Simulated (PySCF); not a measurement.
# Gas-phase XPS of (Cl2Al-mu-F)2, computed

Compound: (Cl2Al-mu-F)2.
Bonds: Al1–Cl2, Al1–Cl3, Al1–F4, Al1–F8, F4–Al5, Al5–Cl6, Al5–Cl7, Al5–F8.

Theory: PySCF 2.14.0, delta-SCF UKS SCAN, pcX-2 on the ionised atom, pcseg-1 elsewhere, spin-free X2C. These are vertical core ionisation energies against the vacuum level, from separate self-consistent calculations with and without the core hole.

**Question.** Give the core binding energies atom by atom.

**Answer.** 
| atom(s) | environment | level | binding energy (eV) | 2p1/2 (eV) | count |
| --- | --- | --- | --- | --- | --- |
| Cl2/Cl3/Cl6/Cl7 | chlorine bonded to Al | Cl 1s | 2829.24 | – | 4 |
| Al1/Al5 | aluminium bonded to 2 Cl and 2 F | Al 1s | 1570.31 | – | 2 |
| F4/F8 | fluorine bonded to 2 Al | F 1s | 694.74 | – | 2 |
| Cl2/Cl3/Cl6/Cl7 | chlorine bonded to Al | Cl 2p3/2 | 206.66 | 208.31 | 4 |

**Question.** Express the binding energy of F 1s of F4/F8 in atomic units and per mole.

**Answer.** 694.74 eV = 25.5312 Eh = 67032 kJ/mol.

**Question.** Which photon energy gives electrons from F 1s of F4/F8 a kinetic energy of 50 eV, and what is their de Broglie wavelength?

**Answer.** hν = 694.74 + 50 = 744.74 eV, recoil neglected; λ = 12.264 Å/√(E/eV) = 1.73 Å.

The first atom of each set that the bonding makes equivalent was ionised and stands for the set. Spin–orbit coupling isn't in the SCF: each 2p doublet comes from a relaxed spin-free hole plus a matrix of the shell (mean-field spin–orbit coupling and the ground-state 2p splitting), with 2p3/2 averaged over its two sublevels. 2p1/2 minus 2p3/2 (ligand field included): Cl 1.65 eV. Isolated species at its PBE0-D3(BJ)/def2-SVP geometry (one conformer only).
